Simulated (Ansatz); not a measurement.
Stepwise reaction of `[OH][Ta]([OH])([OH])([OH])[OH]` with hydrogen chloride, as a gas-phase model of exchange steps in deposition or etching. ΔE in kJ/mol.

Calculated with Ansatz (gas phase, PBE0-D4/def2-TZVP geometries, no zero-point term in ΔE). CCSD(T)/CBS is the MP2 limit (def2-TZVPP, def2-QZVPP) plus CCSD(T) − MP2 in def2-TZVPP, frozen cores. This one scheme is used for every species. DFT in def2-TZVPP. B3LYP here is the variant with VWN-RPA as its local correlation; programs differ in this. Elements past krypton have def2 core potentials. For Ta outer-core shells are correlated without core-valence functions, which leaves a few kJ/mol of doubt a bond. One conformer a species, not always the lowest.

```
step                                                                         reaction  PBE-D4  B3LYP-D4  ωB97M-V  CCSD(T)/CBS
   1  `[OH][Ta]([OH])([OH])([OH])[OH]` + HCl → `[OH][Ta]([OH])([OH])([OH])[Cl]` + H₂O   -40.9     -36.2    -36.4        -38.6
```

Q: Give the row of step 2, `[OH][Ta]([OH])([OH])([OH])[Cl]` + HCl → `[OH][Ta]([OH])([OH])([Cl])[Cl]` + H₂O. (Best estimate.)

A: Computed: 
| step | reaction | PBE-D4 | B3LYP-D4 | ωB97M-V | CCSD(T)/CBS |
| --- | --- | --- | --- | --- | --- |
| 2 | `[OH][Ta]([OH])([OH])([OH])[Cl]` + HCl → `[OH][Ta]([OH])([OH])([Cl])[Cl]` + H₂O | -16.0 | -13.5 | -15.1 | -19.9 |

Q: By hand: ΔE of the 2 steps together at CCSD(T)/CBS.

A: (-38.6) + (-19.9) = -58.5 kJ/mol, or -29.2 kJ/mol a step.

In ΔE each step is higher than the one before. All are downhill at CCSD(T)/CBS. PBE-D4 differs from CCSD(T)/CBS by -2.3 to 3.9 kJ/mol a step. Isolated molecules leave out the surface, adducts and barriers. Largest T1 diagnostic: 0.018.
